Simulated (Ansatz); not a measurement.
Molecule: SnF (charge +1, singlet). 
Structure (B3LYP-D3(BJ)/def2-TZVP (Ansatz, a first-principles code) minimum search):
SMILES: [F][Sn+]
```xyz
2

Sn     0.0000     0.0000    -0.2879
F      0.0000     0.0000     1.5994
```
Charge +1, spin multiplicity 1.

Computed values are from Ansatz. Correlated levels leave the core frozen unless marked. Open shells are spin-unrestricted. No spin-orbit coupling. Frozen are the shells of the preceding noble gas and the d and f shells that filled before the atom's block. In def2 rows, elements after Kr have scalar-relativistic effective core potentials. Basis-set limits of correlation are two-point, X^-3; Hartree-Fock from the larger set.

The vertical ionisation energy (to the doublet) is 19.05 eV at CCSD(T)/CBS(def2-TZVPPD,def2-QZVPPD), the vertical electron affinity (to the doublet; negative means unbound) comes out as 6.98 eV at CCSD(T)/CBS(def2-TZVPPD,def2-QZVPPD) and the total energy is -312.9965 Eh at CCSD(T)/CBS(def2-TZVPPD,def2-QZVPPD). The T1 diagnostic is 0.020 at CCSD/def2-QZVPPD.
